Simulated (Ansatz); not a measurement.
Potential energy surface of H₂Be, singlet: symmetric bend, bond length relaxed. Scanned: H-Be-H angle. Other coordinates (Be-H bond length) were minimised at B3LYP/def2-TZVP.

The free coordinates were minimised at B3LYP/def2-TZVP in PySCF; the energy column is full CI/cc-pVQZ, frozen core in Ansatz (a quantum-chemistry and plane-wave program), in kcal/mol.

| a / ° | Be-H bond length / Å | E |
|---|---|---|
| 180 | 1.330 | 0.0 |
| 169.02 | 1.330 | 0.6 |
| 160.30 | 1.331 | 1.9 |
| 151.98 | 1.333 | 3.8 |
| 137.79 | 1.336 | 8.8 |
| 132.37 | 1.338 | 11.3 |
| 121.56 | 1.342 | 17.4 |
| 110.79 | 1.348 | 25.0 |
| 99.75 | 1.354 | 34.7 |
| 91.34 | 1.360 | 43.4 |
| 78.76 | 1.368 | 59.1 |
| 68.02 | 1.373 | 75.0 |
| 60 | 1.375 | 88.2 |
